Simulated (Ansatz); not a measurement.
Compare A (`C[CH2][AlH][TeH]`) with its isomer B (`[AlH2][CH2]C[TeH]`).

Calculated with Ansatz (gas phase, PBE0-D4/def2-TZVP geometries, no zero-point term in ΔE). CCSD(T)/CBS adds triple-zeta CCSD(T) − MP2 to the extrapolated MP2 energy (def2 sets, frozen cores). Functionals use def2-TZVPP. B3LYP here is the variant with VWN-RPA as its local correlation; programs differ in this. def2 core potentials past Kr. For Te outer-core shells are correlated without core-valence functions, which leaves a few kJ/mol of doubt a bond. Each species was taken in one conformer, which may not be the lowest.

A:

```xyz
11

C     0.099    0.390   -1.292
C     0.967    0.223   -0.049
Al    0.106   -0.429    1.584
Te   -2.364   -0.982    1.652
H    -0.717    1.097   -1.122
H     0.675    0.758   -2.146
H    -0.359   -0.556   -1.593
H     1.802   -0.460   -0.252
H     1.449    1.175    0.214
H     0.884   -0.651    2.948
H    -2.543   -0.564    0.057
```

B:

```xyz
11

Al    0.6335    0.0731   -2.0394
C    -0.1863   -0.6075   -0.3874
C    -0.0769    0.3212    0.8052
Te   -1.0225   -0.5615    2.5448
H     1.3388    1.4972   -2.0475
H     0.5834   -0.8104   -3.3586
H     0.2719   -1.5822   -0.1704
H    -1.2369   -0.8372   -0.6122
H     0.9588    0.5184    1.0799
H    -0.5733    1.2752    0.6311
H    -0.6903    0.7139    3.5545
```

**Question.** Which isomer does CCSD(T)/CBS put lower? Give the gap. (Estimate.)

**Answer.** Computed: A, by 39.3 kcal/mol.

**Question.** Give E(B) − E(A) in kcal/mol with MP2/def2-TZVPP, CCSD/def2-TZVPP, B3LYP-D4, B2PLYP, B3LYP, HF/def2-TZVPP, PBE0-D4. (An estimate is asked.)

**Answer.** Ansatz gave: MP2/def2-TZVPP 39.7, CCSD/def2-TZVPP 39.4, B3LYP-D4 38.7, B2PLYP 39.4, B3LYP 39.1, HF/def2-TZVPP 40.9, PBE0-D4 40.9. None reverses the order clearly.

Largest T1 diagnostic: 0.010.

From PBE to PBE0 (25 % exact exchange), in def2-TZVPP and without D4, E(B) − E(A) moves by +1.2 kcal/mol. In def2-TZVPP, CCSD(T) changes the Hartree–Fock value by −1.8 kcal/mol (the triples alone add −0.3 kcal/mol) and MP2 by −1.2 kcal/mol.
